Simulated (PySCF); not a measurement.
A calculated (MN15, PySCF 2.14, cc-pV(D+d)Z, the non-relativistic Hamiltonian (point nucleus)) atom or ion has these occupied shells.

```json
{"shell": "1s α", "electrons": "1", "orbital energy (eV)": "-1777.1", "rms radius, mean of both spins (bohr)": "0.130"}
{"shell": "1s β", "electrons": "1", "orbital energy (eV)": "-1776.9", "rms radius, mean of both spins (bohr)": "0.130"}
{"shell": "2s α", "electrons": "1", "orbital energy (eV)": "-140.80", "rms radius, mean of both spins (bohr)": "0.625"}
{"shell": "2s β", "electrons": "1", "orbital energy (eV)": "-140.68", "rms radius, mean of both spins (bohr)": "0.625"}
{"shell": "2p α", "electrons": "3", "orbital energy (eV)": "-100.73", "rms radius, mean of both spins (bohr)": "0.603"}
{"shell": "2p β", "electrons": "3", "orbital energy (eV)": "-100.54", "rms radius, mean of both spins (bohr)": "0.603"}
{"shell": "3s α", "electrons": "1", "orbital energy (eV)": "-12.685", "rms radius, mean of both spins (bohr)": "2.36"}
{"shell": "3s β", "electrons": "1", "orbital energy (eV)": "-10.983", "rms radius, mean of both spins (bohr)": "2.36"}
{"shell": "3p α", "electrons": "2", "orbital energy (eV)": "-5.628", "rms radius, mean of both spins (bohr)": "2.90"}
```

(1) Name the element and its charge.

Results:

(1) Si (silicon, neutral), in [Ne] 3s2 3p2, high-spin 3P determinant.
